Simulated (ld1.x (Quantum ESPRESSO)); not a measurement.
ytterbium (Yb), PAW: configuration errors across variants

ytterbium (Yb), PAW, made with ld1.x (Quantum ESPRESSO) 7.5 (PW91, scalar-relativistic). Core [Kr] 4d10, reference 4f14 5s2 5p6 5d0 6s0 6p0 (charge +2). Waves: 5s (bound): rcut 1.55, rcutus 1.75 bohr; 6s (bound, empty): rcut 1.55, rcutus 1.75 bohr; 5p (bound): rcut 2.25, rcutus 2.90 bohr; 6p (bound, empty): rcut 2.25, rcutus 2.90 bohr; 5d (bound, empty): rcut 1.65, rcutus 1.90 bohr; 5d channel at -0.65 Ry: rcut 1.65, rcutus 1.90 bohr; 4f (bound): rcut 0.95, rcutus 1.20 bohr; 4f channel at 0.15 Ry: rcut 0.95, rcutus 1.20 bohr. Local part: all-electron potential smoothed inside 2.45 bohr (lloc = -1). Core correction: a·sin(br)/r model core inside 1.00 bohr. Augmentation charge: BESSEL, radius 0.80 bohr.

All-electron excitation energies from the reference (eV): (1) 4f14 5s2 5p6 5d0 6s2 6p0 -18.853; (2) 4f14 5s2 5p6 5d0 6s1 6p0 -12.283; (3) 4f13 5s2 5p6 5d0 6s0 6p0 26.686; (4) 4f14 5s2 5p5 5d0 6s2 6p0 14.204.

Errors AE − PS in meV (a dash: test not solved or not reliable):

```csv
change,(1),(2),(3),(4),bound ghosts
base,+31,+14,-164,+137,none
"wave 4f channel at 0.15 Ry: rcut 0.95, rcutus 1.20 bohr becomes 4f channel at -1.16 Ry: rcut 0.95, rcutus 1.20 bohr",+31,+14,-196,+139,none
"wave 4f channel at 0.15 Ry: rcut 0.95, rcutus 1.20 bohr becomes 4f channel at -1.13 Ry: rcut 0.95, rcutus 1.20 bohr",+31,+14,-195,+139,none
"wave 4f channel at 0.15 Ry: rcut 0.95, rcutus 1.20 bohr becomes 4f channel at -0.99 Ry: rcut 0.95, rcutus 1.20 bohr",+31,+14,-192,+138,none
"wave 4f channel at 0.15 Ry: rcut 0.95, rcutus 1.20 bohr becomes 4f channel at -0.81 Ry: rcut 0.95, rcutus 1.20 bohr",+31,+14,-188,+138,none
"wave 4f channel at 0.15 Ry: rcut 0.95, rcutus 1.20 bohr becomes 4f channel at -0.6 Ry: rcut 0.95, rcutus 1.20 bohr",+31,+14,-182,+137,none
"wave 4f channel at 0.15 Ry: rcut 0.95, rcutus 1.20 bohr becomes 4f channel at -0.07 Ry: rcut 0.95, rcutus 1.20 bohr",+31,+14,-169,+137,none
"wave 4f channel at 0.15 Ry: rcut 0.95, rcutus 1.20 bohr becomes 4f channel at 0.37 Ry: rcut 0.95, rcutus 1.20 bohr",+31,+14,-159,+137,none
"wave 4f channel at 0.15 Ry: rcut 0.95, rcutus 1.20 bohr becomes 4f channel at 3.14 Ry: rcut 0.95, rcutus 1.20 bohr",+29,+14,-57,+127,none
"wave 4f channel at 0.15 Ry: rcut 0.95, rcutus 1.20 bohr becomes 4f channel at 4.51 Ry: rcut 0.95, rcutus 1.20 bohr",+29,+13,-32,+125,none
```

(1) Give the same row for: wave 4f channel at 0.15 Ry: rcut 0.95, rcutus 1.20 bohr becomes 4f channel at 1.04 Ry: rcut 0.95, rcutus 1.20 bohr.

Results:

(1) +31, +14, -140, +140; bound ghosts: none.
